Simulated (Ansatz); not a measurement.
Geometry optimisation, RKS PBE-D4/cc-pVDZ in Ansatz 0.2.0.

Input:

```yaml
crystal:
  periodic: [false, false, false]
  atoms:
    - { symbol: Al, position_ang: [0.096114, -0.249345, -0.469521] }
    - { symbol: F, position_ang: [-0.10657, -0.207226, 2.398403] }
    - { symbol: H, position_ang: [1.493735, 0.514892, -0.536991] }
    - { symbol: H, position_ang: [-1.323501, 0.259962, -0.995648] }
    - { symbol: O, position_ang: [0.178891, -1.923334, 0.124933] }
    - { symbol: Si, position_ang: [-0.722713, -3.341401, -0.137146] }
    - { symbol: H, position_ang: [0.210707, -4.524583, -0.062574] }
    - { symbol: H, position_ang: [-1.794731, -3.487878, 0.920085] }
    - { symbol: H, position_ang: [-1.37996, -3.313747, -1.501052] }
    - { symbol: H, position_ang: [0.085029, -1.095342, 2.164612] }
basis:
  gaussian: { orbitals: cc-pVDZ }
hamiltonian:
  xc: pbe
  dispersion: d4
relax:
  f_tol: 0.03
  max_steps: 50
output:
  orbitals: {}
```

Command:

```bash
$ ansatz run input.yaml --threads 2 --pin off --max-ram 3072MiB --backend cpu --events-out ev --progress --plain --runs-dir out
```

Problem. Where does it end, and by what steps?

Solution. The forces met the threshold. The force dipped under the threshold on the way, but the program's further checks kept it going. After 25 steps the energy has fallen by 1.028 eV; H10 moved furthest, 1.14 Å. Parted: F2–H10 (0.94 → 2.11 Å). Joined: Al1–F2 (2.88 → 1.75 Å), O5–H10 (2.20 → 0.99 Å).

```csv
step,energy less start (eV),largest force component (eV/Å),accepted
0,0.0000,0.488,yes
1,-0.1814,0.392,yes
2,-0.3393,0.647,yes
3,-0.4715,0.819,yes
4,-0.5236,0.491,yes
5,-0.5994,0.898,yes
6,-0.6688,0.930,yes
7,-0.5604,4.224,no
8,-0.7958,0.811,yes
9,-0.8998,0.635,yes
10,-0.9356,1.913,yes
11,-0.9374,1.166,yes
12,-0.6957,1.653,no
13,-1.0020,0.234,yes
14,-1.0074,0.047,yes
15,-1.0092,0.035,yes
16,-1.0115,0.033,yes
17,-1.0133,0.063,yes
18,-1.0158,0.146,yes
19,-1.0184,0.107,yes
20,-1.0212,0.103,yes
21,-1.0240,0.080,yes
22,-1.0258,0.044,yes
23,-1.0270,0.039,yes
24,-1.0275,0.023,yes
25,-1.0277,0.023,yes
```

```xyz
10
Properties=species:S:1:pos:R:3
Al -0.051 -0.001 0.106
F 0.060 0.152 1.841
H 1.201 0.577 -0.708
H -1.551 -0.078 -0.481
O 0.328 -1.985 0.431
Si -0.735 -3.292 -0.070
H -0.106 -4.568 0.418
H -2.103 -3.096 0.522
H -0.736 -3.193 -1.564
H 0.431 -1.883 1.411
```

Whether the end is a true minimum wasn't checked by a vibrational analysis.

Run time: 82 s on 2 threads of Arm Neoverse N1, with other jobs on the host, peak memory 0.15 GiB.
